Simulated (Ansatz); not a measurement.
`C=N[SiH](C)F` + H–F → `C=N[SiH](F)F` + CH₄ at 600 K and 1 bar (ligand exchange at the Si–C bond).

Computed with Ansatz on PBE0-D4/def2-TZVP structures; ΔE is electronic, products minus reactants. CCSD(T)/CBS is the MP2 limit (def2-TZVPP, def2-QZVPP) plus CCSD(T) − MP2 in def2-TZVPP, frozen cores. This one scheme is used for every species. Each species was taken in one conformer, which may not be the lowest.

| species | CCSD(T)/CBS energy (Eh) | H − E (kJ/mol) | S (J/(mol·K)) |
| --- | --- | --- | --- |
| `C=N[SiH](C)F` | -523.36588 | 270.4 | 433.6 |
| H–F | -100.39570 | 42.3 | 194.0 |
| `C=N[SiH](F)F` | -583.35600 | 171.7 | 398.1 |
| CH₄ | -40.46206 | 140.4 | 215.7 |

H − E and S are ideal-gas, rigid-rotor, harmonic terms from PBE0-D4/def2-TZVP, for one conformer and one mirror image of each species. 1 Eh = 2625.50 kJ/mol, R = 8.31446 J/(mol·K).

Task: By hand: ΔE, ΔH, ΔS and ΔG.

Result: ΔE = (-583.35600) + (-40.46206) − (-523.36588) − (-100.39570) = -0.05648 Eh = -148.3 kJ/mol. Δ(H − E) = 171.7 + 140.4 − 270.4 − 42.3 = -0.6, so ΔH = -148.9 kJ/mol. ΔS = 398.1 + 215.7 − 433.6 − 194.0 = -13.8 J/(mol·K). ΔG = -148.9 − 600 × (-13.8)/1000 = -140.6 kJ/mol.

Task: By hand: the equilibrium constant, and the temperature at which ΔG would vanish if ΔH and ΔS stayed fixed.

Result: log₁₀ K = −ΔG/(RT ln 10) = 12.2. ΔG = 0 at ΔH/ΔS = 10790 K, far beyond where these terms or the molecules hold.

The number of gas molecules stays the same, so ΔS is small and ΔH decides. A doubt of 5 kJ/mol in ΔE shifts log₁₀ K by 0.4 here. Other conformers and mirror images would add mixing entropy, several J/(mol·K) or more a flexible species. These are equilibria of isolated gas molecules and say nothing of rates. Largest T1 diagnostic: 0.013 (customary marks: 0.02 for closed shells, 0.045 for open ones).
